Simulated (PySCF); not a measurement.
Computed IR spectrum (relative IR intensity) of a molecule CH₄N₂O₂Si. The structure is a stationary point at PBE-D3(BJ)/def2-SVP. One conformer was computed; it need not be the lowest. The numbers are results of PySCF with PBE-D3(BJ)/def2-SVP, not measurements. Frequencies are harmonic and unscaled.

Lines under 2 % of the strongest are left out, and lines within 2 cm⁻¹ are merged.

ν (cm⁻¹): 248 (m), 282 (s), 318 (m), 337 (w), 386 (m), 493 (vw), 514 (m), 634 (m), 710 (m), 768 (w), 846 (m), 855 (vs), 884 (m), 992 (s), 1162 (s), 1474 (m), 2247 (m), 2298 (vs), 3522 (m), 3626 (m), 3694 (m) (against the strongest line: vs over 80 %, s over 45 %, m over 15 %, w over 4 %, vw less)

### Question
Which structure fits?
(A) N[Si@@]1(O)N=CO1
(B) N[Si@H](O)N=C=O
(C) N#CO[Si@@H](N)O

### Answer
C, N#CO[Si@@H](N)O
